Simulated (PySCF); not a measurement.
Excitations are Tamm–Dancoff values on a coarser integration grid. The basis has no diffuse functions, so Rydberg states are missing or too high.

Z-matrix (Å, degrees):
```
Al
O 1 1.7068
H 2 0.9581 1 123.21
C 1 1.9448 2 114.67 3 -179.44
H 4 1.0928 1 113.38 2 -175.62
H 4 1.0948 5 107.80 1 -123.21
H 4 1.0952 5 107.49 6 -113.93
C 1 1.9532 2 119.59 3 0.42
H 8 1.0933 1 112.82 2 -177.17
H 8 1.0952 9 107.39 1 -123.40
H 8 1.0957 9 107.22 10 -113.73
```
Charge 0, multiplicity 1.

Task: Predict the dipole moment, total energy, LUMO, brightest of the four lowest singlets (TDA), S1 excitation (TDA), T1 excitation (TDA), HOMO–LUMO gap and HOMO from r2SCAN-D4/def2-TZVP (PySCF 2.14.0).

Result: 
```yaml
dipole_moment: 0.268 e·Å
total_energy: -10833.13 eV
LUMO: -0.37 eV
brightest of the four lowest singlets (TDA): 6.88 eV
S1 excitation (TDA): 6.25 eV
T1 excitation (TDA): 5.83 eV
HOMO–LUMO gap: 6.25 eV
HOMO: -6.61 eV
```
